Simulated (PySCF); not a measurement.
**Atomic charges against the basis set**

Compound: CH7N3Si2.
Geometry (PBE0-D3(BJ)/def2-SVP, Å), atoms numbered from 1 in this order:
```
atom  x, y, z in Å
N1    -1.855    1.444    2.127
C2    -1.540    0.630    1.361
Si3   -0.881   -0.618    0.108
N4    -1.543   -0.441   -1.470
Si5    1.415   -0.146    0.135
N6     1.746    0.381    1.746
H7    -1.289   -1.938    0.662
H8    -1.234    0.328   -2.054
H9    -2.515   -0.670   -1.651
H10    1.668    0.833   -0.983
H11    2.231   -1.360   -0.168
H12    1.105    1.024    2.201
H13    2.697    0.517    2.068
```

PBE0 throughout (PySCF), one geometry, spherical d and f functions. The structure is a single PBE0-D3(BJ)/def2-SVP conformer in the gas phase; no vibrational or solvent corrections. The first 7 of 11 kinds of atom are listed.

Mulliken charges (e):

```tsv
basis	functions	N1	C2	Si3	N4	Si5	N6	H7
STO-3G	45	-0.224	-0.152	+0.638	-0.584	+0.552	-0.589	-0.102
6-31G	76	-0.316	-0.119	+0.764	-0.999	+0.619	-1.017	-0.083
pcSseg-0	76	-0.412	-0.238	+0.922	-1.038	+0.582	-1.059	+0.008
6-31G*	106	-0.295	-0.021	+0.508	-0.916	+0.413	-0.931	-0.052
cc-pVDZ	127	-0.133	-0.192	+0.357	-0.304	+0.252	-0.308	-0.029
def2-SVP	127	-0.092	-0.275	+0.418	-0.390	+0.356	-0.416	-0.038
aug-cc-pVDZ	209	-0.393	-0.054	+0.687	-0.364	-0.302	-0.304	+0.274
6-311+G(2d,p)	220	-0.239	-0.266	+0.792	-0.771	+0.470	-0.794	-0.044
def2-TZVP	240	-0.056	-0.231	+0.345	-0.616	+0.242	-0.629	+0.005
cc-pVTZ	286	-0.082	-0.223	+0.304	-0.343	+0.211	-0.352	-0.018
IGLO-III	298	-0.340	-0.042	+0.639	-0.657	+0.742	-0.665	-0.155
pcSseg-2	328	-0.161	-0.177	+0.519	-0.529	+0.539	-0.558	-0.070
```

IAO charges (e):

```tsv
basis	functions	N1	C2	Si3	N4	Si5	N6	H7
STO-3G	45	-0.174	-0.204	+0.684	-0.681	+0.611	-0.693	-0.096
6-31G	76	-0.206	-0.168	+0.629	-0.795	+0.497	-0.804	-0.062
pcSseg-0	76	-0.206	-0.172	+0.638	-0.769	+0.478	-0.775	-0.062
6-31G*	106	-0.215	-0.184	+0.717	-0.816	+0.600	-0.825	-0.098
cc-pVDZ	127	-0.210	-0.186	+0.709	-0.809	+0.595	-0.818	-0.097
def2-SVP	127	-0.207	-0.187	+0.715	-0.803	+0.603	-0.810	-0.102
aug-cc-pVDZ	209	-0.224	-0.175	+0.714	-0.838	+0.600	-0.850	-0.093
6-311+G(2d,p)	220	-0.225	-0.181	+0.738	-0.849	+0.625	-0.861	-0.101
def2-TZVP	240	-0.223	-0.184	+0.747	-0.849	+0.632	-0.859	-0.105
cc-pVTZ	286	-0.220	-0.184	+0.736	-0.844	+0.621	-0.853	-0.102
IGLO-III	298	-0.224	-0.183	+0.744	-0.852	+0.630	-0.863	-0.103
pcSseg-2	328	-0.223	-0.183	+0.743	-0.851	+0.630	-0.861	-0.104
```

Hirshfeld charges (e):

```
        basis  functions      N1      C2     Si3      N4     Si5      N6      H7
       STO-3G         45  -0.198  -0.096  +0.421  -0.306  +0.365  -0.318  -0.070
        6-31G         76  -0.201  -0.058  +0.327  -0.308  +0.273  -0.315  -0.055
     pcSseg-0         76  -0.200  -0.061  +0.347  -0.308  +0.299  -0.317  -0.061
       6-31G*        106  -0.211  -0.042  +0.306  -0.294  +0.256  -0.300  -0.060
      cc-pVDZ        127  -0.203  -0.053  +0.323  -0.295  +0.273  -0.299  -0.066
     def2-SVP        127  -0.208  -0.047  +0.328  -0.298  +0.280  -0.303  -0.068
  aug-cc-pVDZ        209  -0.215  -0.049  +0.340  -0.312  +0.286  -0.317  -0.060
6-311+G(2d,p)        220  -0.218  -0.049  +0.335  -0.307  +0.285  -0.313  -0.060
    def2-TZVP        240  -0.216  -0.046  +0.331  -0.308  +0.279  -0.313  -0.061
      cc-pVTZ        286  -0.213  -0.046  +0.332  -0.308  +0.280  -0.313  -0.063
     IGLO-III        298  -0.220  -0.046  +0.339  -0.310  +0.285  -0.316  -0.060
     pcSseg-2        328  -0.214  -0.045  +0.338  -0.314  +0.287  -0.320  -0.062
```

ESP-fitted charges (e):

| basis | functions | N1 | C2 | Si3 | N4 | Si5 | N6 | H7 |
| --- | --- | --- | --- | --- | --- | --- | --- | --- |
| STO-3G | 45 | -0.430 | +0.260 | +0.349 | -0.844 | +0.698 | -1.032 | -0.073 |
| 6-31G | 76 | -0.448 | +0.267 | +0.381 | -1.152 | +0.684 | -1.313 | -0.052 |
| pcSseg-0 | 76 | -0.459 | +0.266 | +0.371 | -1.029 | +0.733 | -1.265 | -0.066 |
| 6-31G* | 106 | -0.390 | +0.162 | +0.409 | -1.022 | +0.481 | -1.088 | -0.054 |
| cc-pVDZ | 127 | -0.375 | +0.150 | +0.350 | -0.880 | +0.430 | -0.949 | -0.046 |
| def2-SVP | 127 | -0.391 | +0.172 | +0.355 | -0.893 | +0.490 | -0.990 | -0.056 |
| aug-cc-pVDZ | 209 | -0.411 | +0.181 | +0.404 | -0.973 | +0.478 | -1.030 | -0.047 |
| 6-311+G(2d,p) | 220 | -0.404 | +0.166 | +0.421 | -1.014 | +0.476 | -1.067 | -0.047 |
| def2-TZVP | 240 | -0.403 | +0.170 | +0.411 | -0.996 | +0.473 | -1.050 | -0.051 |
| cc-pVTZ | 286 | -0.394 | +0.159 | +0.396 | -0.940 | +0.466 | -0.997 | -0.052 |
| IGLO-III | 298 | -0.405 | +0.173 | +0.396 | -0.971 | +0.465 | -1.030 | -0.045 |
| pcSseg-2 | 328 | -0.409 | +0.177 | +0.416 | -1.005 | +0.517 | -1.079 | -0.052 |

**Question.** Which scheme is steadiest as the basis changes?

**Answer.** Largest range over the bases for any column: Hirshfeld 0.12 e, IAO 0.17 e, ESP-fitted 0.36 e, Mulliken 1.04 e. Hirshfeld charges move least and Mulliken charges most, counted in e. Without the minimal STO-3G basis the ranges are Hirshfeld 0.04, IAO 0.15, ESP-fitted 0.36, Mulliken 1.04 e.

**Question.** How much do the charges still move between the two largest bases, IGLO-III and pcSseg-2?

**Answer.** At most, over all atoms: Mulliken 0.203 e, IAO 0.002 e, Hirshfeld 0.006 e, ESP-fitted 0.052 e.

**Question.** What do the same runs give for the total energy, the frontier levels and the dipole moment?

**Answer.** 
```tsv
basis	energy (Eh)	HOMO (eV)	LUMO (eV)	μ (D)
STO-3G	-775.7571	-3.82	4.36	2.94
6-31G	-784.9377	-7.10	-0.52	2.79
pcSseg-0	-783.9400	-7.16	-0.72	2.90
6-31G*	-785.0668	-7.25	-0.61	2.77
cc-pVDZ	-785.1163	-7.25	-0.57	2.73
def2-SVP	-784.7768	-7.32	-0.62	2.73
aug-cc-pVDZ	-785.1431	-7.53	-1.04	3.00
6-311+G(2d,p)	-785.2062	-7.58	-1.10	3.00
def2-TZVP	-785.2258	-7.54	-0.97	2.91
cc-pVTZ	-785.2220	-7.48	-0.87	2.88
IGLO-III	-785.2312	-7.56	-0.98	2.99
pcSseg-2	-785.2402	-7.59	-1.05	2.96
```

The dipole is fixed by the density alone, so its range of 0.27 D shows that the density itself changes with the basis, not only its division among atoms.
